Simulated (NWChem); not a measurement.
Molecule: C6H5O, doublet; SMILES [O]c1ccccc1

Program: NWChem. Pople sets run with spherical d functions. Spin-unrestricted. Spin-contaminated determinants: UHF/6-31G* (<S²> = 1.39). In the optimisation the excess spin sits in b1 (C2v, its own frame). No stability test was run on the SCF state. The level has its own optimisation. Brackets give each atom's bonded neighbours.

### Question
Estimate the computed values for UHF/6-31G*. Quantities: r C–O (Å); r C–C [C(CCH)–C(CCO)] (Å); r C–H (Å); dipole (D).

### Answer
```
Property                   Value
-------------------------  -----
r C–O (Å)                  1.254
r C–C [C(CCH)–C(CCO)] (Å)  1.440
r C–H (Å)                  1.074
dipole (D)                  3.08
```
